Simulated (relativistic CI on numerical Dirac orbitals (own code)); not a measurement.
**Sc²⁺: M2,3 absorption edge**

Computed with this model: Dirac-Coulomb-Breit CI, orbitals from a KLI potential per configuration, model QED (radiative potential, 1s self-energy scaled to tabulated hydrogen-like ionisation energies), valence Slater integrals scaled by 0.8, multiplet model of core-to-valence dipole absorption; configurations [Ar] 3d → [Ne] 3s2 3p5 3d2; 300 K; Lorentzian 1.2 eV and Gaussian 0.3 eV FWHM. Energies are those of the free ion, without screening or charge transfer. The branching ratio is the share of the lower-energy edge in the whole absorption, uncertain by about 0.02 where the edges overlap. S is read from ⟨S²⟩ = S(S + 1).

Field parameters in Wybourne normalisation: D4h B²₀ = −7Ds, B⁴₀ = 21(Dq − Dt), B⁴₄ = 21√(5/14) Dq. The field is a parameter set, without covalency.

free ion: ground-state S = 0.50, centroid 40.35 eV. Peaks (eV, height): 38.2 (73), 42.0 (100).

D4h, 10Dq = 14100, Ds = -1500, Dt = 210 cm⁻¹: ground-state S = 0.50, centroid 40.48 eV. Peaks (eV, height): 39.0 (100), 42.2 (96).

D4h, 10Dq = 14100, Ds = -860, Dt = 210 cm⁻¹: ground-state S = 0.50, centroid 40.46 eV. Peaks (eV, height): 39.0 (100), 42.2 (95).

D4h, 10Dq = 14100, Ds = -210, Dt = 210 cm⁻¹: ground-state S = 0.50, centroid 40.45 eV. Peaks (eV, height): 39.0 (100), 42.0 (94).

D4h, 10Dq = 14100, Ds = 430, Dt = 210 cm⁻¹: ground-state S = 0.50, centroid 40.43 eV. Peaks (eV, height): 38.8 (95), 42.0 (100).

D4h, 10Dq = 14100, Ds = 1710, Dt = 210 cm⁻¹: ground-state S = 0.50, centroid 40.45 eV. Peaks (eV, height): 38.8 (95), 42.2 (100).

Strongest unbroadened transitions for D4h, 10Dq = 14100, Ds = 430, Dt = 210 cm⁻¹:

| Energy (eV) | Relative strength |
| --- | --- |
| 38.74 | 76.1 |
| 38.75 | 31.5 |
| 38.76 | 47.0 |
| 38.84 | 49.0 |
| 38.90 | 32.9 |
| 38.91 | 24.2 |
| 38.93 | 27.2 |
| 38.94 | 47.1 |
| 38.96 | 26.3 |
| 41.79 | 31.7 |
| 41.80 | 33.3 |
| 41.96 | 49.0 |
| 41.99 | 22.4 |
| 42.02 | 25.8 |
| 42.05 | 37.5 |
| 42.06 | 29.4 |
| 42.10 | 66.8 |
| 42.11 | 100.0 |
